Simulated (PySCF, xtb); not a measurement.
Si(F)3(NH2) (F3H2NSi), SMILES N[Si](F)(F)F.

Coordinates come from a B3LYP-D3(BJ)/def2-SVP optimisation. One conformer was computed; it need not be the lowest.

Method: C-PCM-B3LYP/def2-SVP run with PySCF.

The values are the electrostatic part of the solvation free energy, E(continuum) − E(gas) at the gas-phase geometry, in a cavity of scaled van der Waals radii (PySCF's table); cavitation and dispersion terms are not included. In vacuum the orbital gap is 8.65 eV. The dipole moment in vacuum is 3.10 D.

Computed values in water (ε = 78.36), chloroform (ε = 4.71), ethylethanoate (ε = 5.99):
```tsv
solvent	ε	ΔG(elec) (kcal/mol)	dipole (D)	gap (eV)
water	78.36	-5.6	3.61	8.65
chloroform	4.71	-4.4	3.49	8.67
ethylethanoate	5.99	-4.6	3.52	8.67
```

For comparison, GFN2-xTB/ALPB(water) (xtb, at the GFN2-xTB geometry, all terms of that model) gives -3.7 kcal/mol.
